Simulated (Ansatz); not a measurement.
One molecule, several partners

Br⁻ beside different partners, each pair relaxed from a docking trial to one local arrangement, named by its closest contact against the van der Waals radii; a more strongly bound one may exist. Pairs that react, share a proton or have a doubtful reference are left out. Counterpoise interaction energies from the frozen fragments; negative means bound. Gas-phase electronic energies, without zero-point energy, by CCSD(T) at an estimated basis limit (MP2 extrapolated from triple and quadruple zeta, plus CCSD(T) − MP2 in triple zeta); Ansatz 0.2.0, def2-TZVPPD and QZVPPD, frozen cores, on PBE0-D4/def2-TZVP (TZVPD for anions) structures. Extrapolation: Hartree–Fock as exp(−7.88 √X), correlation as X^−2.97.

```json
{"partner": "SiH₄", "closest contact, atom of Br⁻ first (Å)": "Br···Si 3.15", "interaction energy (kcal/mol)": "?"}
{"partner": "C₂H₂ (SMILES C#C)", "closest contact, atom of Br⁻ first (Å)": "Br···H 2.44", "interaction energy (kcal/mol)": "-9.26"}
{"partner": "H₂", "closest contact, atom of Br⁻ first (Å)": "Br···H 2.83", "interaction energy (kcal/mol)": "-1.97"}
{"partner": "NH₃", "closest contact, atom of Br⁻ first (Å)": "Br···H 2.55", "interaction energy (kcal/mol)": "-7.76"}
{"partner": "SF₆ (SMILES FS(F)(F)(F)(F)F)", "closest contact, atom of Br⁻ first (Å)": "Br···F 3.29", "interaction energy (kcal/mol)": "-3.05"}
{"partner": "N₂", "closest contact, atom of Br⁻ first (Å)": "Br···N 3.84", "interaction energy (kcal/mol)": "-1.79"}
```

What is the interaction energy with SiH₄? (To be estimated.)

By the calculation: -9.22 kcal/mol. It counts from the two fragments frozen as in the pair.

Which of these pairs would not bind at these structures without electron correlation? (A judgement: the text doesn't fix the answer.)

Computed: None: Hartree–Fock already binds all of them.

T1 diagnostic: at most 0.014. The filled d shells of Br are correlated in sets not built for that, so values that involve them are less sure.

For scale, one of the runs: CCSD(T)/def2-TZVPPD, 348 basis functions, launched by `ansatz run in.yaml --threads 2 --pin off --events-out ev --progress --plain --max-ram 22528MiB --backend cuda --devices 0, --max-vram 18GiB`. Hardware: 2 CPU threads of an AMD EPYC 7R13 and a share of one NVIDIA H100, shared host. Wall time 13 s; peak host memory 0.89 GiB.
